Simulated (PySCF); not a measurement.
C2H11NSi2.
Bonds: C1–C2, C2–N3, N3–Si4, N3–Si5. Hydrogens: H6, H7, H8 on C1; H9, H10 on C2; H11, H12, H13 on Si4; H14, H15, H16 on Si5.

Method used: PBE0-D3(BJ)/def2-SVP geometry optimisation, gas phase in PySCF.

(1) List the bond lengths, angles and torsions at this level.

Results:

(1) 
```json
{"bond": "C1–C2", "length (Å)": "1.521"}
{"bond": "C2–N3", "length (Å)": "1.466"}
{"bond": "N3–Si4, N3–Si5", "length (Å)": "1.745"}
{"bond": "C1–H6, C1–H7, C1–H8", "length (Å)": "1.101"}
{"bond": "C2–H9, C2–H10", "length (Å)": "1.106"}
{"bond": "Si4–H11 and 5 like bonds", "length (Å)": "1.496"}
```

Bonds in one row agree within 0.01 Å and their mean is given. A selection of angles:
```json
{"angle": "C2–C1–H6", "degrees": "110.9"}
{"angle": "H6–C1–H7", "degrees": "107.9"}
{"angle": "C1–C2–N3", "degrees": "113.9"}
{"angle": "C1–C2–H9", "degrees": "109.5"}
{"angle": "N3–C2–H9", "degrees": "109.0"}
{"angle": "H9–C2–H10", "degrees": "105.1"}
{"angle": "C2–N3–Si4", "degrees": "117.6"}
{"angle": "Si4–N3–Si5", "degrees": "125.1"}
{"angle": "N3–Si4–H11", "degrees": "108.4"}
{"angle": "N3–Si4–H12", "degrees": "109.4"}
{"angle": "N3–Si4–H13", "degrees": "113.4"}
{"angle": "H11–Si4–H12", "degrees": "110.4"}
{"angle": "H12–Si4–H13", "degrees": "106.8"}
```

Dihedral angles: C1–C2–N3–Si4 84° (synclinal). The mirror-image conformer, all signs reversed, is as good.

N3 (nitrogen bridging silicon atoms) is planar (angles 125.1°, 117.6° and 117.0°, sum 359.8°, 0.04 Å off the plane of its three neighbours). Si4 (SiH3 silicon) is distorted tetrahedral (angles from 106.8° to 113.4°). Of the pairs four or more bonds apart, Si4···H7 is among the closest relative to their van der Waals radii: 3.22 Å, 98 % of the sum of Bondi's values.

Point group: near Cs, missed by 0.17 Å at most; the miss may be what the optimiser left on a soft mode. Stationary, but not proved a minimum. One conformer, not necessarily the lowest.
